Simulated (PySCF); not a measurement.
# Distorted geometries of Bi2O2Cl2

Bi2O2Cl2 (singlet). PySCF 2.14.0, RKS BP86, Bi def2-SVP with ECP60, O def2-SVP, Cl def2-SVP; non-relativistic Hamiltonian with scalar-relativistic core potentials where named; density fitting; no spin-orbit coupling. Relaxed geometry:

```xyz
6

Bi    0.0000    0.7106    1.6164
Bi    0.0000    0.7106   -1.6164
O     1.4011    0.6975    0.0000
O    -1.4011    0.6975    0.0000
Cl    0.0000   -1.6918    2.3255
Cl    0.0000   -1.6918   -2.3255
```

Task: Order these distorted geometries by energy above the relaxed one, lowest first.
A.
```xyz
6

Bi   -0.0914    0.7017    1.6168
Bi   -0.0011    0.7294   -1.5691
O     1.4379    0.6917    0.0358
O    -1.3918    0.7385   -0.0530
Cl    0.0572   -1.6602    2.2537
Cl   -0.0108   -1.7687   -2.2842
```
B.
```xyz
6

Bi    0.0282    0.7422    1.6532
Bi   -0.0144    0.7446   -1.6168
O     1.3081    0.7023   -0.0718
O    -1.3463    0.6862   -0.0361
Cl    0.0120   -1.7057    2.3105
Cl    0.0123   -1.7371   -2.2391
```
C.
```xyz
6

Bi    0.2325    0.7908    1.6830
Bi    0.1775    0.7135   -1.7840
O     1.2031    0.6146    0.0822
O    -1.4774    0.8702   -0.1835
Cl   -0.0286   -1.8562    2.4001
Cl   -0.1071   -1.7005   -2.1978
```

Result: A (0.16 eV), B (0.22 eV), C (1.88 eV).

Task: Which forces (eV/Å) act in the one that lies 0.22 eV up?

Result: 
```
Bi  -0.29 -0.63 -1.06
Bi  -0.44 -0.58 -1.84
O    1.58  0.14  1.57
O   -0.86  0.18  1.34
Cl   0.02  0.44 -0.02
Cl  -0.01  0.45  0.01
```
Forces carry noise of the integration grid, about 0.01 to 0.03 eV/Å.
